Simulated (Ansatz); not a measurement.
H2F3NSi, singlet, geometry from GFN2-xTB; Ansatz (an electronic-structure program) with MP2/cc-pV(T+d)Z.

Here is a job for Ansatz.
Ansatz 0.2 input:
```yaml
crystal:
  periodic: [false, false, false]
  atoms:
    - {symbol: N, position_ang: [1.66766626, -0.28386510, -0.12733034]}
    - {symbol: Si, position_ang: [0.00750385, -0.00249434, 0.00508937]}
    - {symbol: F, position_ang: [-0.79420077, -0.98629198, -0.93716041]}
    - {symbol: F, position_ang: [-0.33292712, 1.48532609, -0.40590924]}
    - {symbol: F, position_ang: [-0.66920269, -0.18262837, 1.43072275]}
    - {symbol: H, position_ang: [2.04446168, -1.21479052, -0.15678064]}
    - {symbol: H, position_ang: [2.34379576, 0.38911535, 0.18796391]}
basis:
  gaussian:
    orbitals: cc-pV_T+d_Z.json
magnetization: {spin_polarized: false}
correlation: {method: mp2}
```
The basis file holds cc-pV(T+d)Z in the JSON format of the Basis Set Exchange.

The log (banner, timings and long lists left out):

```
Functional definition: HF
1134 factors; integrals over basis functions are off by at most 1.4e-3 eV
mean field evaluation 1: about -17500.9631 eV, gradient 4.8e1 eV
mean field evaluation 2: about -17501.0827 eV, gradient 4.8e1 eV
mean field evaluation 4: about -17504.6716 eV, gradient 2.4e0 eV
mean field evaluation 8: about -17504.7007 eV, gradient 1.9e-1 eV
mean field -17504.70083124 eV, -643.2858904357 hartree, gradient 2.6e-6 eV, S^2 0.000000; 0 other end points of the search recorded, 0 dependent functions left out
9 core orbitals not correlated
reference -17504.70083124 eV, -643.2858904357 hartree; 16, 16 occupied and 162, 162 virtual orbitals, 1134 factors
second order -29.31874856 eV of doubles, -0.00000000 eV of singles
Total energy: -17534.01957980 eV, -644.3633345723 hartree
```
